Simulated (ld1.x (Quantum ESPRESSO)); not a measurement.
**PBE RRKJ dataset for boron, scalar-relativistic all-electron reference.**

```
Element                 : B
Generator               : ld1.x (Quantum ESPRESSO) 7.5
Type                    : norm-conserving RRKJ (Kleinman–Bylander form)
Functional              : PBE
Relativity              : scalar-relativistic
Frozen core             : [He]
Valence charge          : 3
Reference configuration : 2s2 2p0 (charge +1)
Partial waves           : 2s (bound): rc 1.35 bohr; 3d channel at 0.05 Ry: rc 2.85 bohr; 2p (bound, empty): rc 2.90 bohr
Local potential         : the p channel
Core correction         : Bessel-smoothed model core inside 0.90 bohr
```

All-electron outer shells of the reference configuration (PBE, scalar-relativistic, ld1.x):

| shell | level (eV) | outermost node (bohr) | outermost maximum (bohr) |
| --- | --- | --- | --- |
| 2s | -19.51 | 0.46 | 1.44 |
| 2p | -13.36 | – | 1.41 |

(1) Estimate the cutoffs (Ry, on a coarse ladder) from which the occupation-weighted sum of valence levels, in a spherical-Bessel basis at the reference potential, stays within 10 and 1 mRy of its value at 400 Ry.

(2) What does a ghost test show?

(3) Tests: 2s2 2p1; 2s1 2p0; 2s2 2p0.5; 2s0 2p3; 2s1 2p2; 2s2 2p1.3; 2s1 2p1. Which has the largest error in its energy relative to the reference configuration, and how large is it?

Answers

(1) 35 Ry and 50 Ry.

(2) No extra level below or beside the all-electron valence levels (s, d, p, f tested).

(3) 2s0 2p3, with +116 meV (all-electron minus pseudo) on +3.50 eV.
